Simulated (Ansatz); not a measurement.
Two structures of GaH5S, closed shell, reached by relaxing down either side of one saddle point (PBE0-D4/def2-TZVP). Energies are electronic, without zero-point energy. Ansatz 0.2.0; basis: def2-TZVPP and def2-QZVPP; cores frozen in the correlated methods. Filled d shells of the heavier atoms are correlated. The def2 sets are not built for correlating such inner shells, so the correlated values are less sure here. Extrapolation: Hartree–Fock as exp(−7.88 √X), correlation as X^−2.97. First:

```
7
angstrom
Ga -0.9253 -0.2557 -0.5897
H -0.1874 0.4959 -1.7619
H -0.8936 -1.8295 -0.5554
H -2.0347 0.5084 0.2253
H 1.9693 -0.3172 0.4534
S 0.9221 0.0445 1.2133
H 1.1497 1.3535 1.0148
```

Second:

Ga1  (-0.719, -0.398, 0.300)
H2  (0.495, 0.267, -2.123)
H3  (-0.929, -1.817, -0.309)
H4  (-1.585, 0.870, 0.025)
H5  (1.075, 0.242, -1.650)
S6  (0.931, -0.233, 1.752)
H7  (0.732, 1.070, 2.006)
(Å)

(1) Which bonds change from the first to the second?

(2) Give the saddle point's structure and its height above each. (An estimate is asked for; the value comes from the calculation.)

The T1 diagnostic stays at or below 0.014.

Answers

(1) GaH₃ + H₂S → GaH₃S ([SH][GaH2]) + H₂; bonds formed: H2–H5; dative contacts that become bonds: Ga1–S6; bonds broken: Ga1–H2, H5–S6.

(2) Computed: 18.35 kcal/mol above the first and 29.25 kcal/mol above the second (CCSD(T) at an estimated basis limit (MP2 extrapolated from triple and quadruple zeta, plus CCSD(T) − MP2 in triple zeta)).
```
atom    x (Å)    y (Å)    z (Å)
 Ga1  -0.7959  -0.3429  -0.2923
  H2   0.4262   0.2105  -1.3792
  H3  -0.9958  -1.8643  -0.5308
  H4  -1.7780   0.8215   0.0127
  H5   1.0074   0.1482  -0.4256
  S6   1.1806  -0.1345   1.1720
  H7   0.9557   1.1614   1.4432
```

Exchanges of this kind with a chalcogen hydride build sulfide and selenide films.

Labels in which every atom is bracketed show which atoms are joined, not bond orders.

For scale, one of the runs: CCSD(T)/def2-TZVPP, 160 basis functions, launched by `ansatz run in.yaml --threads 2 --pin off --events-out ev --progress --plain --max-ram 4352MiB`. Hardware: 2 CPU threads of an Arm Neoverse V1, shared host. Wall time 29 s; peak host memory 1.1 GiB.
